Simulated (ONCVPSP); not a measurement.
## Ranking ONCV potentials for Ag (Z = 47)

All share these settings but for the change named:

- Element: silver (Ag)
- Generator: ONCVPSP 4.0.1
- Type: optimised norm-conserving Vanderbilt (ONCV)
- Functional: PBEsol
- Relativity: fully relativistic
- Frozen core: [Ar] 3d10
- Valence charge: 19
- Reference configuration: 4s2 4p6 4d10 5s1
- Partial waves: 4s+5s: rc 1.45 bohr, ncon 3, nbas 7, qcut 6.6 1/bohr, 3 projectors, debl 2.5 Ha; 4p: rc 1.55 bohr, ncon 4, nbas 7, qcut 9.7 1/bohr, 2 projectors, debl 2.9 Ha; 4d: rc 1.90 bohr, ncon 4, nbas 8, qcut 7.5 1/bohr, 2 projectors, debl 2.8 Ha
- Local potential: polynomial inside 1.20 bohr (lpopt 5, dvloc0 -1 Ha)
- Core correction: polynomial model core, fcfact 0.35

Open shells are filled in proportion to 2j + 1.

Cutoff: the first of the cutoffs (Ha) at which the residual kinetic energy of the hardest occupied pseudo-wave falls to 1 and 0.1 mHa per electron; the density cutoff is not measured.

The base gives 23 Ha.

Of 7 variants that were run, those that failed, showed a ghost or another fault, or gave nearly equal values are left out.

A variant can come out equal or close to the base.

(1) Rank these variants from softest to hardest (loose cutoff).
A. s: qcut 10
B. s: qcut 8.5
C. s: qcut 3.9

Answers

(1) C (23 Ha), B (26 Ha), A (33 Ha).
